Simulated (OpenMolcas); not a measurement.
**Worked example: vertical energy of the quartet above the doublet of C2H4ClSi (SMILES C=C[SiH]Cl)**

C2H4ClSi: 8 atoms, total charge 0, spin state doublet. SMILES: `C=C[SiH]Cl`. The shape is that of a PBE0-D4/def2-TZVP optimisation.

Both states at this one shape; open shells run unrestricted unless said. 1 Eh = 27.2114 eV.

| level | program | doublet C2H4ClSi (Eh) | quartet C2H4ClSi (Eh) |
| --- | --- | --- | --- |
| UPBE/def2-SVP | OpenMolcas | -827.544265 | -827.374018 |
| U-r2SCAN/def2-SVP | OpenMolcas | -827.890560 | -827.731799 |
| UM06-2X/def2-SVP | OpenMolcas | -827.921728 | -827.749835 |

Task: Work out the vertical gap, second state less first, at each level.

Result: 
1. UPBE/def2-SVP: -827.374018 − (-827.544265) = 0.170247 Eh = 4.63 eV.
2. U-r2SCAN/def2-SVP: -827.731799 − (-827.890560) = 0.158761 Eh = 4.32 eV.
3. UM06-2X/def2-SVP: -827.749835 − (-827.921728) = 0.171893 Eh = 4.68 eV.

No measured value is set beside it here; the levels span 4.32 to 4.68 eV.
